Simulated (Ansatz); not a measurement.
Born–Oppenheimer molecular dynamics of C4H12B2 (18 atoms, charge 0, multiplicity 1). It starts from a relaxed structure.

These are results of Ansatz 0.2.0, RKS LDA/STO-3G, not measurements.

```yaml
ensemble: NVT, Nosé–Hoover chain
time_step: 0.5 fs
steps_asked: 333
set_temperature: 400 K
thermostat: time constant 50 fs, chain length 5
seed: 304937
```

Frames 5 fs apart, positions in Å.

Velocities at 15 fs (Å/ps):

```
B 8.88 2.04 3.76
C -2.85 -1.39 -7.06
C 3.56 0.95 6.24
C -8.73 -2.87 4.65
B -1.53 -8.30 0.05
C 0.96 4.08 -5.60
H -0.56 0.63 -14.07
H 0.53 -4.26 -18.81
H 0.34 4.54 -10.96
H 1.14 1.90 21.86
H 3.50 -7.88 -7.32
H 10.89 -16.73 19.05
H -13.95 15.44 7.71
H -0.01 52.47 -1.03
H 0.85 4.77 16.27
H -7.62 -3.08 -14.51
H 2.32 10.20 -13.82
H 7.80 -0.09 -4.03
```

```xyz
18
Properties=species:S:1:pos:R:3 time_fs=15 energy_less_start_eV=0.257 T=285
B 2.297 -0.860 -0.615
C 1.556 0.477 -0.638
C 0.530 0.690 0.480
C -0.775 -0.139 0.202
B -1.553 0.022 -1.154
C -1.758 -0.084 1.403
H 1.909 -1.780 0.049
H 3.236 -1.004 -1.308
H 2.260 1.336 -0.712
H 0.969 0.512 -1.612
H 0.929 0.401 1.476
H 0.246 1.757 0.604
H -0.439 -1.227 0.058
H -1.201 0.665 -2.025
H -2.528 -0.657 -1.120
H -1.331 -0.550 2.307
H -2.658 -0.681 1.161
H -2.006 0.974 1.592
18
Properties=species:S:1:pos:R:3 time_fs=20 energy_less_start_eV=0.479 T=184
B 2.342 -0.855 -0.604
C 1.545 0.479 -0.664
C 0.536 0.686 0.509
C -0.806 -0.147 0.219
B -1.555 -0.010 -1.144
C -1.756 -0.069 1.374
H 1.925 -1.762 -0.015
H 3.233 -1.027 -1.369
H 2.239 1.327 -0.763
H 0.955 0.512 -1.588
H 0.971 0.324 1.456
H 0.283 1.752 0.664
H -0.490 -1.195 0.131
H -1.236 0.848 -2.009
H -2.553 -0.627 -1.133
H -1.334 -0.545 2.272
H -2.679 -0.594 1.101
H -1.998 0.980 1.599
18
Properties=species:S:1:pos:R:3 time_fs=25 energy_less_start_eV=0.480 T=192
B 2.376 -0.850 -0.619
C 1.536 0.484 -0.671
C 0.524 0.668 0.526
C -0.794 -0.145 0.215
B -1.554 -0.005 -1.126
C -1.772 -0.056 1.362
H 1.971 -1.783 0.022
H 3.264 -1.035 -1.356
H 2.225 1.356 -0.799
H 0.944 0.468 -1.651
H 1.001 0.240 1.437
H 0.310 1.748 0.674
H -0.481 -1.253 0.239
H -1.338 0.771 -1.879
H -2.573 -0.614 -1.300
H -1.336 -0.515 2.264
H -2.749 -0.504 1.097
H -2.006 0.989 1.630
18
Properties=species:S:1:pos:R:3 time_fs=30 energy_less_start_eV=0.451 T=217
B 2.383 -0.846 -0.643
C 1.532 0.484 -0.671
C 0.512 0.639 0.515
C -0.752 -0.162 0.206
B -1.571 0.001 -1.092
C -1.809 -0.032 1.374
H 2.085 -1.721 0.068
H 3.357 -1.009 -1.324
H 2.163 1.372 -0.793
H 0.996 0.399 -1.620
H 0.971 0.220 1.422
H 0.311 1.708 0.697
H -0.469 -1.200 0.301
H -1.308 0.867 -1.978
H -2.480 -0.638 -1.443
H -1.391 -0.519 2.270
H -2.782 -0.484 1.147
H -1.979 1.024 1.634
18
Properties=species:S:1:pos:R:3 time_fs=35 energy_less_start_eV=0.511 T=202
B 2.393 -0.828 -0.668
C 1.537 0.467 -0.659
C 0.515 0.612 0.486
C -0.736 -0.188 0.212
B -1.574 0.040 -1.099
C -1.840 -0.002 1.392
H 2.171 -1.688 0.130
H 3.373 -0.933 -1.280
H 2.127 1.411 -0.775
H 0.957 0.368 -1.654
H 0.939 0.227 1.444
H 0.268 1.673 0.702
H -0.420 -1.290 0.285
H -1.286 0.823 -1.834
H -2.407 -0.762 -1.448
H -1.468 -0.525 2.291
H -2.809 -0.497 1.164
H -1.955 1.075 1.611
18
Properties=species:S:1:pos:R:3 time_fs=40 energy_less_start_eV=0.428 T=257
B 2.410 -0.803 -0.666
C 1.539 0.448 -0.663
C 0.526 0.594 0.469
C -0.765 -0.238 0.232
B -1.562 0.048 -1.100
C -1.850 0.018 1.402
H 2.208 -1.657 0.103
H 3.392 -0.852 -1.353
H 2.111 1.371 -0.773
H 0.960 0.410 -1.578
H 0.943 0.256 1.424
H 0.217 1.643 0.618
H -0.471 -1.276 0.212
H -1.256 1.028 -1.814
H -2.302 -0.797 -1.345
H -1.516 -0.468 2.333
H -2.812 -0.427 1.121
H -1.977 1.096 1.578
18
Properties=species:S:1:pos:R:3 time_fs=45 energy_less_start_eV=0.399 T=289
B 2.451 -0.779 -0.658
C 1.534 0.436 -0.669
C 0.517 0.576 0.469
C -0.811 -0.268 0.254
B -1.519 0.067 -1.095
C -1.841 0.027 1.394
H 2.221 -1.700 0.055
H 3.321 -0.797 -1.429
H 2.178 1.354 -0.778
H 0.917 0.454 -1.648
H 1.008 0.295 1.435
H 0.198 1.641 0.498
H -0.563 -1.392 0.206
H -1.374 1.049 -1.688
H -2.336 -0.799 -1.356
H -1.543 -0.386 2.375
H -2.842 -0.347 1.080
H -1.992 1.117 1.531
18
Properties=species:S:1:pos:R:3 time_fs=50 energy_less_start_eV=0.473 T=271
B 2.490 -0.770 -0.656
C 1.518 0.436 -0.691
C 0.491 0.554 0.478
C -0.827 -0.292 0.275
B -1.492 0.060 -1.072
C -1.841 0.040 1.375
H 2.293 -1.725 -0.003
H 3.322 -0.786 -1.514
H 2.184 1.308 -0.741
H 1.010 0.458 -1.638
H 1.018 0.384 1.423
H 0.187 1.613 0.446
H -0.687 -1.356 0.308
H -1.498 1.129 -1.622
H -2.311 -0.633 -1.478
H -1.566 -0.344 2.370
H -2.838 -0.332 1.124
H -1.932 1.130 1.460
18
Properties=species:S:1:pos:R:3 time_fs=55 energy_less_start_eV=0.454 T=295
B 2.517 -0.770 -0.680
C 1.510 0.427 -0.692
C 0.461 0.538 0.473
C -0.810 -0.305 0.291
B -1.495 0.068 -1.050
C -1.855 0.067 1.360
H 2.428 -1.728 0.009
H 3.350 -0.791 -1.499
H 2.154 1.354 -0.663
H 1.036 0.440 -1.752
H 0.978 0.414 1.462
H 0.113 1.599 0.485
H -0.678 -1.435 0.441
H -1.470 1.177 -1.511
H -2.304 -0.599 -1.674
H -1.536 -0.340 2.339
H -2.864 -0.369 1.179
H -1.875 1.172 1.411
18
Properties=species:S:1:pos:R:3 time_fs=60 energy_less_start_eV=0.448 T=314
B 2.532 -0.776 -0.713
C 1.508 0.413 -0.686
C 0.443 0.537 0.462
C -0.788 -0.344 0.297
B -1.529 0.081 -1.047
C -1.875 0.101 1.355
H 2.557 -1.671 0.066
H 3.433 -0.769 -1.493
H 2.065 1.357 -0.621
H 1.079 0.441 -1.669
H 0.897 0.346 1.438
H 0.034 1.558 0.521
H -0.564 -1.371 0.486
H -1.326 1.200 -1.302
H -2.151 -0.605 -1.735
H -1.478 -0.288 2.305
H -2.858 -0.343 1.188
H -1.922 1.194 1.415
18
Properties=species:S:1:pos:R:3 time_fs=65 energy_less_start_eV=0.716 T=196
B 2.552 -0.776 -0.737
C 1.510 0.395 -0.657
C 0.432 0.535 0.451
C -0.794 -0.371 0.279
B -1.539 0.085 -1.022
C -1.878 0.128 1.353
H 2.623 -1.580 0.114
H 3.440 -0.725 -1.511
H 2.080 1.370 -0.638
H 0.982 0.472 -1.691
H 0.892 0.253 1.435
H 0.039 1.575 0.499
H -0.453 -1.452 0.471
H -1.284 1.280 -1.167
H -2.064 -0.669 -1.807
H -1.484 -0.193 2.336
H -2.888 -0.310 1.171
H -2.018 1.230 1.409
18
Properties=species:S:1:pos:R:3 time_fs=70 energy_less_start_eV=0.520 T=300
B 2.571 -0.756 -0.740
C 1.506 0.386 -0.651
C 0.435 0.522 0.455
C -0.816 -0.389 0.258
B -1.518 0.084 -0.998
C -1.875 0.141 1.350
H 2.644 -1.550 0.140
H 3.381 -0.698 -1.596
H 2.144 1.291 -0.677
H 0.957 0.484 -1.562
H 0.898 0.261 1.405
H 0.143 1.583 0.473
H -0.534 -1.409 0.393
H -1.482 1.209 -1.129
H -2.019 -0.604 -1.792
H -1.568 -0.102 2.381
H -2.858 -0.310 1.198
H -2.033 1.225 1.309
```

Of the whole run (166 fs, mean temperature of the second half 330 K): The conserved energy stayed within 0.55 meV per atom of its start (net change 0.29 meV per atom), so the integration is sound. The mean temperature of the second half is 18 % below the set value. A run of 0.17 ps of so small a system gives no equilibrium averages. Limits of this set-up: minimal basis.

The run took 11 min on 1 thread of Arm Neoverse V2, with other jobs on the host, peak memory 0.086 GiB.
